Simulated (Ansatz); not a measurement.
A run for Ansatz (a first-principles code): U-B3LYP-D3(BJ)/def2-TZVP on Te2, 2S+1 = 3. Elements past Kr take the def2 small-core potentials; no spin–orbit coupling.

Ansatz 0.2 input:
```yaml
crystal:
  periodic: [false, false, false]
  atoms:
    - {symbol: Te, position_ang: [0.00000000, 0.00000000, 0.00000000]}
    - {symbol: Te, position_ang: [0.00000000, 0.00000000, 2.62200000]}
basis:
  gaussian:
    orbitals: def2-TZVP
hamiltonian:
  xc: b3lyp
  dispersion: d3bj
magnetization: {spin_polarized: true, initial_magnetization: 2}
relax: {f_tol: 0.003, max_steps: 120}
```

The log:

```
WARN ansatz: RAYON_NUM_THREADS=1 ignored (pool sized by the plan → 1); use --threads N
Functional definition: B3LYP
integrals: 0.03 GiB planned
846 factors; their error is unknown
mean field: 0.42 GiB planned
mean field evaluation 1: about -14591.9837 eV, gradient 3.6e0 eV
mean field evaluation 2: about -14592.0223 eV, gradient 4.3e0 eV
mean field evaluation 4: about -14592.0905 eV, gradient 2.3e-1 eV
mean field evaluation 8: about -14592.2911 eV, gradient 9.8e-3 eV
mean field evaluation 16: about -14592.1720 eV, gradient 1.6e0 eV
mean field -14592.29107635 eV, -536.2568060457 hartree, gradient 1.9e-5 eV, S^2 2.006907; 1 other end points of the search recorded, 0 dependent functions left out
the calculation of the forces begins
reference -14592.29125220 eV, -536.2568125079 hartree; 25, 23 occupied and 75, 77 virtual orbitals, 846 factors
relax step   1: F+E_penalty+E_count = -14592.41206491 eV  Δ(F+E_penalty+E_count) = +0.000e0 eV  max|allowed force component| = 6.395e-1 eV/Å  Δτ_max = 0.0000 Å  (35 SCF iters, accepted)
these checks for a lower state are left out or cut short: starts, cluster_reference, orbital_swaps, neighbouring_geometries, increment
integrals: 0.03 GiB planned
846 factors; their error is unknown
mean field: 0.42 GiB planned
mean field -14592.28935883 eV, -536.2567429280 hartree, gradient 2.5e-5 eV, S^2 2.006807; 0 other end points of the search recorded, 0 dependent functions left out
the calculation of the forces begins
reference -14592.28953336 eV, -536.2567493419 hartree; 25, 23 occupied and 75, 77 virtual orbitals, 846 factors
relax step   2: F+E_penalty+E_count = -14592.41090523 eV  Δ(F+E_penalty+E_count) = +1.160e-3 eV  max|allowed force component| = 7.488e-1 eV/Å  Δτ_max = 0.0468 Å  (33 SCF iters, rejected (line search))
these checks for a lower state are left out or cut short: starts, cluster_reference, orbital_swaps, neighbouring_geometries, increment
integrals: 0.03 GiB planned
846 factors; their error is unknown
mean field: 0.42 GiB planned
mean field evaluation 32: about -14592.3064 eV, gradient 1.6e-5 eV
mean field -14592.30640205 eV, -536.2573692546 hartree, gradient 1.5e-5 eV, S^2 2.006862; 0 other end points of the search recorded, 0 dependent functions left out
the calculation of the forces begins
reference -14592.30657724 eV, -536.2573756928 hartree; 25, 23 occupied and 75, 77 virtual orbitals, 846 factors
relax step   3: F+E_penalty+E_count = -14592.42768418 eV  Δ(F+E_penalty+E_count) = -1.562e-2 eV  max|allowed force component| = 8.709e-3 eV/Å  Δτ_max = 0.0234 Å  (34 SCF iters, accepted)
these checks for a lower state are left out or cut short: starts, cluster_reference, orbital_swaps, neighbouring_geometries, increment
integrals: 0.03 GiB planned
846 factors; their error is unknown
mean field: 0.42 GiB planned
mean field -14592.30640116 eV, -536.2573692221 hartree, gradient 2.5e-5 eV, S^2 2.006861; 0 other end points of the search recorded, 0 dependent functions left out
the calculation of the forces begins
reference -14592.30657634 eV, -536.2573756599 hartree; 25, 23 occupied and 75, 77 virtual orbitals, 846 factors
relax step   4: F+E_penalty+E_count = -14592.42768675 eV  Δ(F+E_penalty+E_count) = -2.564e-6 eV  max|allowed force component| = 1.343e-4 eV/Å  Δτ_max = 0.0003 Å  (35 SCF iters, accepted)
integrals: 0.03 GiB planned
846 factors; their error is unknown
mean field: 0.42 GiB planned
mean field evaluation 64: about -14592.1768 eV, gradient 1.6e0 eV
mean field -14592.30640116 eV, -536.2573692221 hartree, gradient 2.5e-5 eV, S^2 2.006861; 2 other end points of the search recorded, 0 dependent functions left out
the calculation of the forces begins
reference -14592.30657634 eV, -536.2573756599 hartree; 25, 23 occupied and 75, 77 virtual orbitals, 846 factors
Total energy: -14592.42786193 eV, -536.2618328230 hartree
Atom 0 at     0.000000     0.000000     0.023678 Å, force     0.000000     0.000000     0.000134 eV/Å
Atom 1 at    -0.000000    -0.000000     2.598322 Å, force    -0.000000    -0.000000    -0.000134 eV/Å
Dipole moment:     0.000000     0.000000    -0.000000 e Å
```

The run converged.

Cost: very roughly 10 core-seconds.
